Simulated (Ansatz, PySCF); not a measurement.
C4H2BrF, SMILES C#C/C(F)=C\Br.

Geometry: B3LYP-D3(BJ)/def2-SVP. The structure was generated by enumeration; whether it is a known compound was not checked.

Vertical ionisation energy (IE) and electron affinity (EA) in eV. Rows of orbital energies are one-electron estimates. Where ΔSCF, EOM or ADC give a negative EA the extra electron is unbound and the value depends on the basis.

```json
[
 {"level": "−ε(HOMO), −ε(LUMO), r2SCAN/def2-TZVP (PySCF)", "IE": "6.24", "EA": "2.22"},
 {"level": "−ε(HOMO), −ε(LUMO), PBE/def2-TZVP (PySCF)", "IE": "6.03", "EA": "2.33"},
 {"level": "ΔSCF, PBE0/def2-SVPD (Ansatz), final states of multiplicity 2 and 2", "IE": "(withheld)", "EA": "(withheld)"},
 {"level": "ΔSCF, PBE/def2-SVPD (Ansatz), final states of multiplicity 2 and 2", "IE": "8.95", "EA": "-0.33"}
]
```

Problem. Some entries are withheld; supply them. (The exact figures need the calculation; the answer reports its results.)

Solution. 
- ΔSCF, PBE0/def2-SVPD (Ansatz, a quantum-chemistry and plane-wave program), final states of multiplicity 2 and 2, IE: 9.19
- ΔSCF, PBE0/def2-SVPD (Ansatz), final states of multiplicity 2 and 2, EA: -0.27

Problem. What vertical singlet–triplet gap does ΔSCF give with PBE0/def2-SVPD (Ansatz) and with PBE/def2-SVPD (Ansatz)? (Estimate from the structure and the level; the computed values follow.)

Solution. 3.14 and 3.13 eV (triplet above singlet where positive).
